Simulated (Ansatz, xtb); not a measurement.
**Relative energy of two isomers of CH8OSSi3**

Structure a is `O=C[Si@@H]([SiH3])[SiH2]S`, a singlet and structure b is `O=C[Si]([SiH3])([SiH3])S`, a singlet. Both are isolated molecules in the gas phase, relaxed with PBE0-D3(BJ)/def2-SVP; the shapes shown needn't be the lowest conformers.

a (Å):

```yaml
atoms:
  - { symbol: C, position_ang: [0.0825, -2.3467, 1.8299] }
  - { symbol: O, position_ang: [-0.7263, -2.8543, 1.0879] }
  - { symbol: S, position_ang: [-1.8332, -0.2421, -0.8346] }
  - { symbol: Si, position_ang: [0.6839, -0.5135, 1.6013] }
  - { symbol: Si, position_ang: [2.0713, -0.5059, -0.2961] }
  - { symbol: Si, position_ang: [-1.2467, 0.6751, 1.0188] }
  - { symbol: H, position_ang: [0.5097, -2.9547, 2.6735] }
  - { symbol: H, position_ang: [1.3966, -0.0804, 2.8442] }
  - { symbol: H, position_ang: [2.1350, 0.8751, -0.8616] }
  - { symbol: H, position_ang: [3.4522, -0.9480, 0.0711] }
  - { symbol: H, position_ang: [1.5031, -1.4465, -1.3042] }
  - { symbol: H, position_ang: [-0.9491, 2.1080, 0.7273] }
  - { symbol: H, position_ang: [-2.2985, 0.6065, 2.0796] }
  - { symbol: H, position_ang: [-1.6220, -1.4921, -0.3428] }
```

b (Å):

| atom | x (Å) | y (Å) | z (Å) |
| --- | --- | --- | --- |
| C | -0.4560 | -0.4173 | -2.2301 |
| O | -1.4063 | -0.4921 | -2.9672 |
| S | 1.8940 | 1.5100 | -0.9622 |
| Si | -0.2316 | 1.1028 | -1.0498 |
| Si | -1.5097 | 2.8245 | -1.9934 |
| Si | -0.9330 | 0.4495 | 1.0915 |
| H | 0.3121 | -1.2395 | -2.1946 |
| H | -1.2780 | 4.0850 | -1.2236 |
| H | -2.9611 | 2.4775 | -1.9313 |
| H | -1.0940 | 3.0287 | -3.4129 |
| H | -2.4123 | 0.2459 | 1.1224 |
| H | -0.2394 | -0.8164 | 1.4790 |
| H | -0.5564 | 1.5251 | 2.0609 |
| H | 1.8944 | 1.9088 | 0.3286 |

Estimate which is lower in electronic energy at CCSD(T)/def2-SVP + ΔMP2/def2-TZVPP, and by roughly how much.

Too close to call at this level: CCSD(T)/def2-SVP + ΔMP2/def2-TZVPP gives E(b) − E(a) = +0.029 eV.

Level by level:

```csv
level,geometry,E(b) − E(a) (eV),departure from the last row (eV),"job, with rough time for the two"
PBE0-D3(BJ)/def2-SVP,PBE0-D3(BJ)/def2-SVP,+0.120,+0.091,"optimisation, 2.6 min"
HF/def2-SVP,PBE0-D3(BJ)/def2-SVP,+0.022,−0.007,part of the CCSD(T) run
MP2/def2-SVP,PBE0-D3(BJ)/def2-SVP,+0.102,+0.074,part of the CCSD(T) run
CCSD(T)/def2-SVP,PBE0-D3(BJ)/def2-SVP,+0.093,+0.064,single point
CCSD(T)/def2-SVP + ΔMP2/def2-TZVPP,PBE0-D3(BJ)/def2-SVP,+0.029,,"single point, 40 s"
```

As drawn, both hold the same kinds of bond in the same numbers.

The largest departure from CCSD(T)/def2-SVP + ΔMP2/def2-TZVPP is that of PBE0-D3(BJ)/def2-SVP, 0.091 eV. Levels run at GFN2-xTB geometries aren't shown. The last row adds to CCSD(T) the change of the MP2 difference between the two basis sets, here −0.064 eV.

With thermal terms from frequencies at re-optimised GFN2-xTB minima (ideal gas, soft modes damped towards free rotors, one conformer each, 298.15 K, 1 atm): the zero-point term adds −0.031 eV; ΔH is +0.022 and ΔG −0.044 eV.

The correlated steps freeze 22 core orbitals. Mirror images aren't counted in ΔG. Run with Ansatz 0.2.0, xtb 6.7.1; the last row on 2 threads of Intel(R) Xeon(R) 6975P-C (Granite Rapids) on a shared host.
